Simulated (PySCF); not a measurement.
Several molecules and their computed UV-vis stick spectra, shuffled. Level of theory: PySCF 2.14.0, density-fitted response routines, TDDFT CAM-B3LYP/def2-SVPD, vertical, gas phase, core orbitals frozen in the response. Geometries: PBE0-D3(BJ)/def2-SVP; one conformer of each isolated species. Triplets are in the Tamm–Dancoff approximation. Atoms past krypton carry core potentials; spin–orbit coupling is left out. Ions are computed without counter-ions or solvent.

A. `[H][Ga]([H])[NH2]`
B. `[F][Au]<-[P](F)(F)F`
C. `C1CCC[C+]1C`
D. `O=CCCCl`

Lowest singlet levels (six at most, fewer where fewer were computed) with oscillator strengths:

1. 6.03 eV (f 0.077); 6.05 eV (f 0.077); 6.33 eV (f 0.000); 6.42 eV (f 0.000 summed over 2 states); 6.80 eV (f 0.003 summed over 2 states); 6.96 eV (f 0.095); T1 5.45 eV
2. 5.32 eV (f 0.027); 5.41 eV (f 0.001); 5.70 eV (f 0.003); 5.95 eV (f 0.019); 6.16 eV (f 0.000); 7.00 eV (f 0.140); T1 4.90 eV
3. 4.37 eV (f 0.000); 7.20 eV (f 0.009); 7.45 eV (f 0.001); 7.61 eV (f 0.001); 7.71 eV (f 0.004); 7.74 eV (f 0.001); T1 3.77 eV
4. 6.14 eV (f 0.103); 6.19 eV (f 0.000); 6.47 eV (f 0.073); 7.44 eV (f 0.021); 7.66 eV (f 0.041); 7.93 eV (f 0.083); T1 4.88 eV

Question: Match each spectrum to its molecule.

Answer: 1 = B, 2 = C, 3 = D, 4 = A.
- A: S1 at 6.14 eV, HOMO→LUMO (97%); Löwdin shares by element: HOMO nitrogen 70%, hydrogen 16% or more, gallium 13%; LUMO gallium 66%, hydrogen 22% or more, nitrogen 12%; HOMO -8.92 and LUMO 0.11 eV; point group C2v, 1 of its 6 listed states under f = 0.0005.
- B: S1 at 6.03 eV, HOMO→LUMO/LUMO+1 (≥94%); for S1 the Löwdin share of gold is 68% in HOMO and 42% in LUMO; HOMO -10.52 and LUMO -0.83 eV; point group C3v, 4 of its 8 listed states under f = 0.0005.
- C: S1 at 5.32 eV, HOMO→LUMO (99%); Löwdin shares by element: HOMO carbon 44% or more, hydrogen 25% or more (atoms not listed hold the other 31%); LUMO carbon 76% or more (atoms not listed hold the other 24%); HOMO -15.47 and LUMO -6.91 eV.
- D: S1 at 4.37 eV, HOMO→LUMO (91%); S1 has the pattern of n→π* at C=O; HOMO -9.34 and LUMO 0.09 eV; point group Cs, 1 of its 6 listed states under f = 0.0005.
A and B have S1 within 0.11 eV of each other; their strongest listed levels stand at 6.14 eV (f 0.103) and 6.96 eV (f 0.095).

A slash joins orbitals within 0.01 eV of each other, whose weights are summed (≥ marks a lower bound).
